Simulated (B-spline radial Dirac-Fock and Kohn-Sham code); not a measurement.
K-shell conversion coefficients of La against transition energy

Method: a Dirac-Hartree-Slater potential of the neutral atom with a Latter tail (no hole, which puts coefficients of high multipoles low close above an edge), finite nucleus with surface currents. Computed with a radial atomic solver. Subshells within 1 keV of threshold and pair formation are left out.

```csv
energy (keV),E1,E3,E4,E5,M4,M5
40.2,2.27,3.79,1.10,0.291,697,283
44.1,1.79,12.2,17.3,24.2,1960,3850
50,1.30,19.0,51.0,138,2570,9450
53,1.11,20.1,63.1,200,2500,10700
66.5,0.609,16.6,71.2,310,1540,8800
69.1,0.549,15.5,68.1,304,1360,7990
76.8,0.413,12.3,56.6,265,948,5770
100,0.201,5.89,27.8,133,333,2020
110,0.155,4.35,20.2,95.6,222,1310
117,0.130,3.55,16.3,76.1,169,983
142,0.0765,1.83,7.97,35.1,71.4,384
171,0.0460,0.945,3.84,15.8,30.8,151
193,0.0331,0.610,2.36,9.25,17.8,81.7
200,0.0300,0.536,2.05,7.89,15.1,68.2
236,0.0193,0.294,1.05,3.75,7.16,29.4
417,0.00453,0.0408,0.113,0.313,0.608,1.79
500,0.00296,0.0229,0.0588,0.150,0.291,0.775
1000,0.000697,0.00341,0.00674,0.0130,0.0229,0.0438
1350,0.000406,0.00170,0.00306,0.00534,0.00878,0.0150
1660,0.000286,0.00109,0.00185,0.00304,0.00475,0.00763
1880,0.000234,0.000838,0.00139,0.00220,0.00333,0.00518
2000,0.000212,0.000738,0.00120,0.00189,0.00281,0.00430
```

Q: How fast do they fall between 1660 and 2000 keV?

A: As powers of the energy: E1 E^-1.61, E3 E^-2.07, E4 E^-2.31, E5 E^-2.56, M4 E^-2.82, M5 E^-3.08. Within one type (E or M) the higher multipoles fall faster.
